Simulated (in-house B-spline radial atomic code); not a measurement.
RPA and G0W0 for Mn⁺, [Ar] 3d5 4s1, highest spin, as one setting changes: the share of exact exchange in the PBE hybrid start. A dash marks a level of low quasi-particle weight. Computed with an all-electron radial atomic-structure program (B-spline basis): all electrons, scalar-relativistic (spin-free one-electron X2C), finite nucleus, each spin shell either full or empty, empty states to l = 9 with an (l + 1/2)⁻⁴ tail; G0W0 by contour deformation at full frequency.

RPA overbinds a lone outer s electron by self-correlation, and G0W0 tends to as well.

```csv
share of exact exchange in the PBE hybrid start,mean-field level (eV),G0W0 level (eV),RPA correlation (Eh)
0,-12.613,4s up -16.434,-1.6312
0.1,-12.885,4s up -16.387,-1.6081
0.2,-13.157,4s up -16.335,-1.5861
0.3,-13.427,4s up -16.280,-1.5652
0.4,-13.697,4s up -16.223,-1.5453
0.5,-13.965,4s up -16.166,-1.5263
0.6,?,?,?
0.7,-14.498,4s up -16.051,-1.4906
0.8,?,?,?
0.9,-15.026,4s up -15.938,-1.4575
1,-15.287,4s up -15.883,-1.4418
```

Q: What belongs in the row for 0.6?

A: mean-field level (eV): -14.232; G0W0 level (eV): 4s up -16.108; RPA correlation (Eh): -1.5081.

Q: What belongs in the row for 0.8?

A: mean-field level (eV): -14.763; G0W0 level (eV): 4s up -15.994; RPA correlation (Eh): -1.4737.
